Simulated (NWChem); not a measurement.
System: TiH4S3; SMILES [SH][TiH]([SH])[SH]

Output (shortened):

```
             Northwest Computational Chemistry Package (NWChem) 7.3.0
             --------------------------------------------------------

 C1  symmetry detected

                             Geometry "geometry" -> ""
                             -------------------------

 Output coordinates in angstroms (scale by  1.889725989 to convert to a.u.)

  No.       Tag          Charge          X              Y              Z
 ---- ---------------- ---------- -------------- -------------- --------------
    1 Ti                  22.0000    -0.02848291     0.00563119     0.37251106
    2 H                    1.0000     0.00639111    -0.04635789     2.04964096
    3 S                   16.0000    -0.45383762     2.15340056    -0.18907822
    4 H                    1.0000     0.68297102     2.13343878    -0.93063922
    5 S                   16.0000    -1.65976831    -1.41367782    -0.23186665
    6 H                    1.0000    -0.94564984    -2.31915895     0.49224833
    7 S                   16.0000     2.01492936    -0.74212475    -0.23538545
    8 H                    1.0000     2.46173685     0.14662418     0.69479174

 Effective nuclear repulsion energy (a.u.)     417.1330153017

  pbe96 is a nonlocal functional; adding pw91lda local functional.

                                 NWChem DFT Module
                                 -----------------

 Summary of "ao basis" -> "ao basis" (spherical)
 ------------------------------------------------------------------------------
       Tag                 Description            Shells   Functions and Types
 ---------------- ------------------------------  ------  ---------------------
 Ti                         def2-svp                11       31   5s3p2d1f
 H                          def2-svp                 3        5   2s1p
 S                          def2-svp                 8       18   4s3p1d

            General Information
            -------------------
          SCF calculation type: DFT
          Wavefunction type:  closed shell.
          No. of atoms     :     8
          No. of electrons :    74
           Alpha electrons :    37
            Beta electrons :    37
          Charge           :     0
          Spin multiplicity:     1
          Use of symmetry is: off; symmetry adaption is: off
          Maximum number of iterations: 150
          AO basis - number of functions:   105
                     number of shells:    47
          Convergence on energy requested:  1.00D-06
          Convergence on density requested:  1.00D-05
          Convergence on gradient requested:  5.00D-04

              XC Information
              --------------
          PerdewBurkeErnzerhof Exchange Functional  1.000
            Perdew 1991 LDA Correlation Functional  1.000 local
           PerdewBurkeErnz. Correlation Functional  1.000 non-local

             Grid Information
             ----------------
          Grid used for XC integration:  medium
          Radial quadrature: Mura-Knowles
          Angular quadrature: Lebedev.
          Tag              B.-S. Rad. Rad. Pts. Rad. Cut. Ang. Pts.
          ---              ---------- --------- --------- ---------
          Ti                  1.40      112          10.0       590
          H                   0.35       45          12.0       434
          S                   1.00       88          11.0       590
          Grid pruning is: on
          Number of quadrature shells:   556
          Spatial weights used:  Erf1

      Superposition of Atomic Density Guess
      -------------------------------------

 Sum of atomic energies:       -2042.29761797

      Non-variational initial energy
      ------------------------------

 Total energy =   -2042.922624
 1-e energy   =   -3644.275396
 2-e energy   =    1184.219756
 HOMO         =      -0.322128
 LUMO         =       0.014641

   convergence    iter        energy       DeltaE   RMS-Dens  Diis-err
 ---------------- ----- ----------------- --------- --------- ---------
 d= 0,ls=0.0,diis     1  -2044.8460914801 -2.46D+03  5.78D-02  2.01D+00
 d= 0,ls=0.0,diis     2  -2025.4719047243  1.94D+01  3.00D-02  1.02D+02
 d= 0,ls=0.0,diis     3  -2036.3497278945 -1.09D+01  1.01D-02  8.33D+01
 d= 0,ls=0.5,diis     4  -2032.7985939605  3.55D+00  8.83D-04  9.86D+01
 d= 0,ls=0.5,diis     5  -2033.0802848363 -2.82D-01  1.84D-03  9.75D+01
 d= 0,ls=0.5,diis     6  -2033.7302529586 -6.50D-01  1.54D-03  9.50D+01
 d= 0,ls=0.5,diis     7  -2034.3282115668 -5.98D-01  1.22D-03  9.27D+01
 d= 0,ls=0.5,diis     8  -2034.8297045112 -5.01D-01  1.33D-03  9.06D+01
 d= 0,ls=0.5,diis     9  -2035.3697888397 -5.40D-01  1.09D-03  8.80D+01
 d= 0,ls=0.5,diis    10  -2035.7922773685 -4.22D-01  8.17D-04  8.60D+01
 d= 0,ls=0.5,diis    11  -2036.0851677674 -2.93D-01  6.90D-02  8.46D+01
 d= 0,ls=0.5,diis    12  -2041.0070649098 -4.92D+00  3.84D-02  2.23D+01
 d= 0,ls=0.5,diis    13  -2044.3983813245 -3.39D+00  1.68D-02  4.57D+00
 d= 0,ls=0.5,diis    14  -2045.1657362322 -7.67D-01  7.06D-03  6.24D-01
 d= 0,ls=0.5,diis    15  -2045.2804871390 -1.15D-01  3.51D-03  1.25D-01
  Resetting Diis
 d= 0,ls=0.5,diis    16  -2045.3087193232 -2.82D-02  2.04D-03  2.85D-02
 d= 0,ls=0.5,diis    17  -2045.3176581416 -8.94D-03  1.63D-03  1.21D-02
 d= 0,ls=0.5,diis    18  -2045.3206617469 -3.00D-03  9.43D-04  1.40D-02
 d= 0,ls=0.5,diis    19  -2045.3232032934 -2.54D-03  6.37D-04  4.67D-03
 d= 0,ls=0.5,diis    20  -2045.3243649023 -1.16D-03  4.12D-04  1.08D-03
 d= 0,ls=0.5,diis    21  -2045.3248155524 -4.51D-04  2.71D-04  3.33D-04
 d= 0,ls=0.5,diis    22  -2045.3250147831 -1.99D-04  1.90D-04  1.77D-04
 d= 0,ls=0.5,diis    23  -2045.3251193031 -1.05D-04  1.34D-04  9.34D-05
 d= 0,ls=0.5,diis    24  -2045.3251758210 -5.65D-05  9.58D-05  5.13D-05
 d= 0,ls=0.5,diis    25  -2045.3252068654 -3.10D-05  6.94D-05  2.96D-05
 d= 0,ls=0.5,diis    26  -2045.3252245053 -1.76D-05  5.11D-05  1.72D-05
 d= 0,ls=0.5,diis    27  -2045.3252346344 -1.01D-05  3.77D-05  1.01D-05
 d= 0,ls=0.5,diis    28  -2045.3252405168 -5.88D-06  2.83D-05  6.20D-06
 d= 0,ls=0.5,diis    29  -2045.3252440413 -3.52D-06  2.15D-05  3.59D-06
 d= 0,ls=0.5,diis    30  -2045.3252461605 -2.12D-06  1.65D-05  2.09D-06
 d= 0,ls=0.5,diis    31  -2045.3252474059 -1.25D-06  1.26D-05  1.43D-06
 d= 0,ls=0.5,diis    32  -2045.3252481739 -7.68D-07  9.74D-06  9.48D-07

         Total DFT energy =    -2045.325248653235
      One electron energy =    -3647.629826448701
           Coulomb energy =     1304.993642550634
    Exchange-Corr. energy =     -119.822080056851
 Nuclear repulsion energy =      417.133015301683

 Numeric. integr. density =       74.000011559169

                       DFT Final Molecular Orbital Analysis
                       ------------------------------------

 Vector   35  Occ=2.000000D+00  E=-2.606863D-01
              MO Center=  4.1D-01, -7.3D-01, -4.9D-02, r^2= 4.5D+00
   Bfn.  Coefficient  Atom+Function         Bfn.  Coefficient  Atom+Function
  ----- ------------  ---------------      ----- ------------  ---------------
    95      0.320921  7 S  pz                72     -0.286619  5 S  pz
    94     -0.275537  7 S  py                92      0.242118  7 S  pz
    69     -0.203871  5 S  pz                70      0.196913  5 S  px
    91     -0.184803  7 S  py                18     -0.161590  1 Ti d  1
    67      0.148902  5 S  px                89      0.138324  7 S  pz

 Vector   36  Occ=2.000000D+00  E=-2.566303D-01
              MO Center= -4.6D-01,  5.6D-01, -8.0D-02, r^2= 4.8D+00
   Bfn.  Coefficient  Atom+Function         Bfn.  Coefficient  Atom+Function
  ----- ------------  ---------------      ----- ------------  ---------------
    49      0.357732  3 S  pz                72     -0.275937  5 S  pz
    46      0.259340  3 S  pz                69     -0.211376  5 S  pz
    47      0.204878  3 S  px                16      0.175740  1 Ti d -1
    43      0.148806  3 S  pz                44      0.148118  3 S  px
    71     -0.145280  5 S  py                94      0.134339  7 S  py

 Vector   37  Occ=2.000000D+00  E=-2.492649D-01
              MO Center= -8.7D-02,  1.2D-01, -1.9D-01, r^2= 5.7D+00
   Bfn.  Coefficient  Atom+Function         Bfn.  Coefficient  Atom+Function
  ----- ------------  ---------------      ----- ------------  ---------------
    49      0.265973  3 S  pz                94     -0.260484  7 S  py
    72      0.246763  5 S  pz                47      0.238400  3 S  px
    70     -0.215523  5 S  px                95      0.210128  7 S  pz
    46      0.193558  3 S  pz                91     -0.191465  7 S  py
    69      0.177409  5 S  pz                44      0.167849  3 S  px

 Vector   38  Occ=0.000000D+00  E=-1.367433D-01
              MO Center=  5.8D-02,  2.3D-02,  3.0D-01, r^2= 1.8D+00
   Bfn.  Coefficient  Atom+Function         Bfn.  Coefficient  Atom+Function
  ----- ------------  ---------------      ----- ------------  ---------------
    18      0.599231  1 Ti d  1              19     -0.368961  1 Ti d  2
    23      0.287522  1 Ti d  1              24     -0.185481  1 Ti d  2
    16      0.175138  1 Ti d -1              15      0.157126  1 Ti d -2
    49     -0.150213  3 S  pz                95      0.147095  7 S  pz
    79     -0.113026  6 H  s                 47     -0.102778  3 S  px

 Vector   39  Occ=0.000000D+00  E=-1.352390D-01
              MO Center= -9.8D-02,  3.8D-02,  3.0D-01, r^2= 1.9D+00
   Bfn.  Coefficient  Atom+Function         Bfn.  Coefficient  Atom+Function
  ----- ------------  ---------------      ----- ------------  ---------------
    16      0.637596  1 Ti d -1              15     -0.338851  1 Ti d -2
    21      0.306544  1 Ti d -1              72      0.190204  5 S  pz
    20     -0.168836  1 Ti d -2              18     -0.136802  1 Ti d  1
    69      0.120744  5 S  pz                12     -0.108747  1 Ti px
    56      0.108013  4 H  s                 55      0.105421  4 H  s

[...]
```

Level: PBE/def2-SVP, vertical spin-unrestricted ions. Geometry: optimised at PBE0/def2-SVP.

### Question
Reconstruct the input file.

### Answer
This is not unique; one that fits is the input that was run:
```
start job
memory heap 200 mb stack 900 mb global 1100 mb
geometry units angstroms noautoz
  Ti     0.024243     0.037499     0.358346
  H      0.157840    -0.282838     2.000363
  S     -0.858369     2.111105     0.184057
  H      0.217770     2.452786    -0.569484
  S     -1.313847    -1.572076    -0.453803
  H     -0.393067    -2.414884     0.090295
  S      2.141885    -0.154348    -0.405197
  H      2.447198     0.641825     0.656704
end
basis spherical
  * library def2-svp
end
dft
  xc xpbe96 cpbe96
  iterations 150
  vectors input atomic output neutral.movecs
end
task dft energy
charge 1
dft
  odft
  mult 2
  vectors input atomic output cation.movecs
end
task dft energy
```
